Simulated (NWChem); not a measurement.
The numbers come from NWChem runs, not from measurements. System: isocyanic acid (CHNO), charge 0, spin multiplicity 1, at a geometry optimised with PBE0/def2-SVP. Level: TD-PBE/aug-cc-pVDZ.

NWChem printed:

```
             Northwest Computational Chemistry Package (NWChem) 7.3.0
             --------------------------------------------------------

                                NWChem Input Module
                                -------------------

 Scaling coordinates for geometry "geometry" by  1.889725989
 (inverse scale =  0.529177249)

 Turning off AUTOSYM since
 SYMMETRY directive was detected!

                             Geometry "geometry" -> ""
                             -------------------------

 Output coordinates in angstroms (scale by  1.889725989 to convert to a.u.)

  No.       Tag          Charge          X              Y              Z
 ---- ---------------- ---------- -------------- -------------- --------------
    1 N                    7.0000     1.16003500    -0.07317700     0.00000000
    2 C                    6.0000    -0.04679300     0.01949200     0.00000000
    3 O                    8.0000    -1.21043200    -0.03409700     0.00000000
    4 H                    1.0000     1.84397000     0.66806100     0.00000000

 Effective nuclear repulsion energy (a.u.)      59.2793257738

            Nuclear Dipole moment (a.u.)
            ----------------------------
        X                 Y               Z
 ---------------- ---------------- ----------------
     0.0000018897    -0.0000037795     0.0000000000

      Symmetry information
      --------------------

 Group name             Cs
 Group number              2
 Group order               2
 No. of unique centers     4

      Symmetry unique atoms

     1    2    3    4


 Summary of "ao basis" -> "" (spherical)
 ------------------------------------------------------------------------------
       Tag                 Description            Shells   Functions and Types
 ---------------- ------------------------------  ------  ---------------------
 *                        aug-cc-pvdz                 on all atoms

  pbe96 is a nonlocal functional; adding pw91lda local functional.

                                 NWChem DFT Module
                                 -----------------

 Summary of "ao basis" -> "ao basis" (spherical)
 ------------------------------------------------------------------------------
       Tag                 Description            Shells   Functions and Types
 ---------------- ------------------------------  ------  ---------------------
 N                        aug-cc-pvdz                9       23   4s3p2d
 C                        aug-cc-pvdz                9       23   4s3p2d
 O                        aug-cc-pvdz                9       23   4s3p2d
 H                        aug-cc-pvdz                5        9   3s2p

 Summary of "ao basis" -> "ao basis" (spherical)
 ------------------------------------------------------------------------------
       Tag                 Description            Shells   Functions and Types
 ---------------- ------------------------------  ------  ---------------------
 N                        aug-cc-pvdz                9       23   4s3p2d
 C                        aug-cc-pvdz                9       23   4s3p2d
 O                        aug-cc-pvdz                9       23   4s3p2d
 H                        aug-cc-pvdz                5        9   3s2p

      Symmetry analysis of basis
      --------------------------

        a'         55
        a"         23

            General Information
            -------------------
          SCF calculation type: DFT
          Wavefunction type:  closed shell.
          No. of atoms     :     4
          No. of electrons :    22
           Alpha electrons :    11
            Beta electrons :    11
          Charge           :     0
          Spin multiplicity:     1
          Use of symmetry is: off; symmetry adaption is: on
          Maximum number of iterations: 100
          AO basis - number of functions:    78
                     number of shells:    32
          Convergence on energy requested:  1.00D-06
          Convergence on density requested:  1.00D-05
          Convergence on gradient requested:  5.00D-04

              XC Information
              --------------
          PerdewBurkeErnzerhof Exchange Functional  1.000
            Perdew 1991 LDA Correlation Functional  1.000 local
[...]
  ----  ------  ------  ---------  ---------  ---------
    1      6       0     0.57E+00   0.10+100        5.2
    2     12       0     0.13E+00   0.17E+00        4.8
    3     24       0     0.23E-01   0.93E-02        5.6
    4     36       0     0.81E-02   0.24E-02        6.6
    5     48       0     0.38E-02   0.23E-04        5.8
    6     60       1     0.14E-02   0.57E-05        5.7
    7     70       2     0.59E-03   0.83E-06        4.9
    8     78       3     0.25E-03   0.13E-06        4.5
    9     84       6     0.95E-04   0.19E-07        4.2
  ----  ------  ------  ---------  ---------  ---------
  Convergence criterion met

  Ground state a'       -168.530309266373 a.u.

  ----------------------------------------------------------------------------
  Root   1 singlet a"             0.239538706 a.u.                6.5182 eV
  ----------------------------------------------------------------------------
     Transition Moments    X  0.00000   Y  0.00000   Z -0.08020
     Transition Moments   XX  0.00000  XY -0.00000  XZ -0.52099
     Transition Moments   YY -0.00000  YZ -0.14103  ZZ  0.00000
     Dipole Oscillator Strength                    0.0010272219
     Electric Quadrupole                           0.0000000213
     Magnetic Dipole                               0.0000001682
     Total Oscillator Strength                     0.0010274114

          sigma_e =   2.1846 Angstrom
          sigma_h =   1.4192 Angstrom
         |d_h->e| =   0.9517 Angstrom
            d_exc =   2.7754 Angstrom
            d_CD1 =   1.7170 Angstrom
            d_CD2 =  -0.8502 Angstrom
            d_CD3 =   3.7271 Angstrom
     Pearson C.C. =  -0.0017

     Occ.   10  a'  ---  Virt.   14  a"   0.07068 X
     Occ.   11  a"  ---  Virt.   12  a'  -0.98562 X
     Occ.   11  a"  ---  Virt.   13  a'   0.14638 X
  ----------------------------------------------------------------------------
  Root   2 singlet a"             0.244825003 a.u.                6.6620 eV
  ----------------------------------------------------------------------------
     Transition Moments    X  0.00000   Y  0.00000   Z -0.26986
     Transition Moments   XX  0.00000  XY -0.00000  XZ -1.40911
     Transition Moments   YY -0.00000  YZ -0.12808  ZZ -0.00000
     Dipole Oscillator Strength                    0.0118864391
     Electric Quadrupole                           0.0000001564
     Magnetic Dipole                               0.0000004296
     Total Oscillator Strength                     0.0118870251

          sigma_e =   2.6570 Angstrom
          sigma_h =   1.4186 Angstrom
         |d_h->e| =   0.6562 Angstrom
            d_exc =   3.0816 Angstrom
            d_CD1 =   1.8945 Angstrom
            d_CD2 =  -1.3816 Angstrom
            d_CD3 =   3.7378 Angstrom
     Pearson C.C. =   0.0008

     Occ.   11  a"  ---  Virt.   12  a'   0.14469 X
     Occ.   11  a"  ---  Virt.   13  a'   0.98839 X
  ----------------------------------------------------------------------------
  Root   3 singlet a'             0.264615182 a.u.                7.2005 eV
  ----------------------------------------------------------------------------
     Transition Moments    X  0.04989   Y  0.26853   Z  0.00000
     Transition Moments   XX -0.15922  XY  1.47633  XZ  0.00000
     Transition Moments   YY  0.37038  YZ -0.00000  ZZ -0.11776
     Dipole Oscillator Strength                    0.0131598757
     Electric Quadrupole                           0.0000002236
     Magnetic Dipole                               0.0000006202
     Total Oscillator Strength                     0.0131607195

          sigma_e =   2.8373 Angstrom
          sigma_h =   1.4396 Angstrom
         |d_h->e| =   1.5081 Angstrom
            d_exc =   3.5168 Angstrom
            d_CD1 =   2.9058 Angstrom
            d_CD2 =  -0.6303 Angstrom
            d_CD3 =   5.0249 Angstrom
     Pearson C.C. =   0.0035

     Occ.   10  a'  ---  Virt.   12  a'   0.52734 X
     Occ.   10  a'  ---  Virt.   13  a'  -0.84598 X
     Occ.   11  a"  ---  Virt.   14  a"  -0.06493 X
  ----------------------------------------------------------------------------
  Root   4 singlet a'             0.279904692 a.u.                7.6166 eV
  ----------------------------------------------------------------------------
     Transition Moments    X -0.25894   Y  0.10461   Z  0.00000
     Transition Moments   XX -0.44681  XY  0.60362  XZ -0.00000
     Transition Moments   YY -0.22298  YZ  0.00000  ZZ  0.15836
     Dipole Oscillator Strength                    0.0145538105
     Electric Quadrupole                           0.0000000535
     Magnetic Dipole                               0.0000002128
     Total Oscillator Strength                     0.0145540767

          sigma_e =   1.7410 Angstrom
          sigma_h =   1.4325 Angstrom
         |d_h->e| =   0.2057 Angstrom
            d_exc =   2.2568 Angstrom
            d_CD1 =   0.5142 Angstrom
            d_CD2 =  -1.3811 Angstrom
            d_CD3 =   2.4625 Angstrom
     Pearson C.C. =   0.0064

     Occ.   10  a'  ---  Virt.   12  a'  -0.66373 X
     Occ.   10  a'  ---  Virt.   13  a'  -0.46143 X
     Occ.   10  a'  ---  Virt.   15  a'  -0.10491 X
     Occ.   11  a"  ---  Virt.   14  a"   0.57575 X
  ----------------------------------------------------------------------------
  Root   5 singlet a"             0.296927781 a.u.                8.0798 eV
  ----------------------------------------------------------------------------
     Transition Moments    X  0.00000   Y -0.00000   Z  0.18758
     Transition Moments   XX -0.00000  XY -0.00000  XZ -0.21915
     Transition Moments   YY -0.00000  YZ  0.18304  ZZ -0.00000
     Dipole Oscillator Strength                    0.0069650909
     Electric Quadrupole                           0.0000000114
     Magnetic Dipole                               0.0000004812
     Total Oscillator Strength                     0.0069655835

          sigma_e =   3.5108 Angstrom
          sigma_h =   1.4159 Angstrom
         |d_h->e| =   0.1634 Angstrom
            d_exc =   3.7894 Angstrom
            d_CD1 =   2.2583 Angstrom
            d_CD2 =  -2.2999 Angstrom
            d_CD3 =   3.9528 Angstrom
     Pearson C.C. =  -0.0002

     Occ.   10  a'  ---  Virt.   14  a"   0.07852 X
     Occ.   11  a"  ---  Virt.   15  a'   0.99631 X
  ----------------------------------------------------------------------------
  Root   6 singlet a"             0.313514771 a.u.                8.5312 eV
  ----------------------------------------------------------------------------
     Transition Moments    X -0.00000   Y -0.00000   Z  0.21615
     Transition Moments   XX  0.00000  XY  0.00000  XZ  0.61363
     Transition Moments   YY -0.00000  YZ -0.39709  ZZ -0.00000
     Dipole Oscillator Strength                    0.0097653056
     Electric Quadrupole                           0.0000000877
     Magnetic Dipole                               0.0000001591
     Total Oscillator Strength                     0.0097655524

          sigma_e =   2.7927 Angstrom
          sigma_h =   1.4300 Angstrom
         |d_h->e| =   0.0382 Angstrom
            d_exc =   3.1331 Angstrom
            d_CD1 =   1.4009 Angstrom
            d_CD2 =  -2.0731 Angstrom
            d_CD3 =   3.1713 Angstrom
     Pearson C.C. =   0.0037

     Occ.   10  a'  ---  Virt.   14  a"  -0.64223 X
     Occ.   10  a'  ---  Virt.   17  a"   0.06557 X
     Occ.   11  a"  ---  Virt.   16  a'   0.76073 X

              Target root =      1
          Target symmetry = none
      Ground state energy =   -168.530309266373
        Excitation energy =      0.239538706040
     Excited state energy =   -168.290770560334

  stored tddft:energy   -168.29077056033367

 Task  times  cpu:       51.1s     wall:       51.1s

 Total times  cpu:       51.1s     wall:       51.1s
```

### Question
Write an NWChem input that would produce this output.

### Answer
One answer among several that fit: 
```
start mol
memory heap 200 mb stack 800 mb global 1000 mb
geometry units angstroms nocenter noautoz
  N      1.160035    -0.073177     0.000000
  C     -0.046793     0.019492     0.000000
  O     -1.210432    -0.034097     0.000000
  H      1.843970     0.668061     0.000000
  symmetry group Cs
end
basis spherical
  * library aug-cc-pvdz
end
dft
  xc xpbe96 cpbe96
  semidirect memsize 60000000 filesize 0
  iterations 100
end
tddft
  rpa
  nroots 6
  notriplet
  thresh 1e-4
end
task tddft energy
```
